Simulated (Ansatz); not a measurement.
SiH2MeI (CH5ISi). Charge 0, multiplicity 1. Geometry r2SCAN-D4/def2-TZVP, basis def2-TZVP, Ansatz.

```tsv
atom	x (Å)	y (Å)	z (Å)
Si1	0.369	-0.685	-0.322
H2	0.411	-0.747	-1.802
H3	-0.120	-1.979	0.212
C4	-0.672	0.738	0.275
H5	-1.700	0.622	-0.083
H6	-0.283	1.688	-0.098
H7	-0.688	0.778	1.365
I8	2.684	-0.415	0.453
```

```json
{"run": "A", "HOMO (eV)": "-7.73", "LUMO (eV)": "-0.23"}
{"run": "B", "HOMO (eV)": "-7.12", "LUMO (eV)": "-0.65"}
{"run": "C", "HOMO (eV)": "-7.29", "LUMO (eV)": "-0.64"}
{"run": "D", "HOMO (eV)": "-7.54", "LUMO (eV)": "-0.43"}
{"run": "E", "HOMO (eV)": "-10.04", "LUMO (eV)": "2.75"}
{"run": "F", "HOMO (eV)": "-6.70", "LUMO (eV)": "-0.94"}
```

In the def2 sets I takes a core potential; there is no spin–orbit coupling. B3LYP takes the VWN-RPA correlation.

The runs used B3LYP, HF, PBE0, r2SCAN, r2SCAN0, r2SCANh. Estimate which is which.

A r2SCAN0 (25 % exact exchange); B r2SCANh (10 % exact exchange); C B3LYP (20 % exact exchange); D PBE0 (25 % exact exchange); E HF (100 % exact exchange); F r2SCAN (0 % exact exchange). Exact exchange lowers occupied and raises empty levels; among semilocal functionals meta-GGAs tend to open the gap a little, and such runs are hard to tell apart. The gap grows from 5.77 eV (r2SCAN) to 12.80 eV (HF).
